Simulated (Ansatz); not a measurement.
Ansatz (a first-principles code) input (r2SCANh/def2-TZVPD):

Ansatz 0.2 input:
```yaml
crystal:
  periodic: [false, false, false]
  atoms:
    - {symbol: B, position_ang: [-0.00000000, -0.00000000, -1.23654521]}
    - {symbol: Cl, position_ang: [0.00000000, 0.00000000, 0.36368977]}
basis:
  gaussian:
    orbitals: def2-TZVPD
hamiltonian:
  xc: {name: r2SCANh}
total_charge: 1
magnetization: {spin_polarized: true, initial_magnetization: 1}
output: {forces: true}
```

End of the output:

```
integrals: 0.01 GiB planned
445 factors; their error is unknown
mean field: 0.25 GiB planned
mean field evaluation 1: about -13183.6587 eV, gradient 2.5e1 eV
mean field evaluation 2: about -13179.1976 eV, gradient 3.9e1 eV
mean field evaluation 4: about -13186.5533 eV, gradient 1.6e0 eV
mean field evaluation 8: about -13186.5746 eV, gradient 1.6e-2 eV
mean field -13186.57457104 eV, -484.5976773044 hartree, gradient 4.8e-5 eV, S^2 0.760586; 0 other end points of the search recorded, 0 dependent functions left out
the calculation of the forces begins
reference -13186.57458453 eV, -484.5976778003 hartree; 11, 10 occupied and 72, 73 virtual orbitals, 445 factors
Total energy: -13186.57458453 eV, -484.5976778003 hartree
Atom 0 at    -0.000000    -0.000000    -1.236545 Å, force     0.000000     0.000000     0.120075 eV/Å
Atom 1 at     0.000000     0.000000     0.363690 Å, force    -0.000000    -0.000000    -0.120075 eV/Å
Dipole moment:    -0.000000     0.000000    -0.587951 e Å
```
